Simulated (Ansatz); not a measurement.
A structure relaxed at r2SCAN-D4/def2-TZVP in Ansatz, charge 1, singlet:

```xyz
13

Li   -1.794    1.392    0.767
Li    0.823    0.967   -0.866
Li   -1.179   -0.422   -0.934
Li    1.772   -1.410   -0.772
Li    0.302   -0.546    1.703
H    -0.890    1.426   -0.703
H     3.363   -2.756   -0.940
H     1.595   -0.198    0.554
H    -3.135    2.500    1.929
H     0.437   -0.718   -1.620
H     2.988   -2.910   -1.570
H    -1.323   -0.327    1.050
H    -2.960    3.003    1.403
```

(1) Give its formula.

(2) Summarise the bond lengths by kind (pairs closer than 1.2 times the sum of covalent radii, bridged metal pairs left out).

## Answers

(1) Li5H8⁺ (the lowest singlet isomer of a short search).

(2) 2 × Li–Li 3.03 Å; 10 × H–Li 1.73 to 1.89 Å.

In the singlet, H9 and H13 lie 0.75 Å apart, H7 and H11 lie 0.75 Å apart (atoms count from 1), so H2 has formed as a molecule. The structure comes from a short search, and lower isomers may exist.
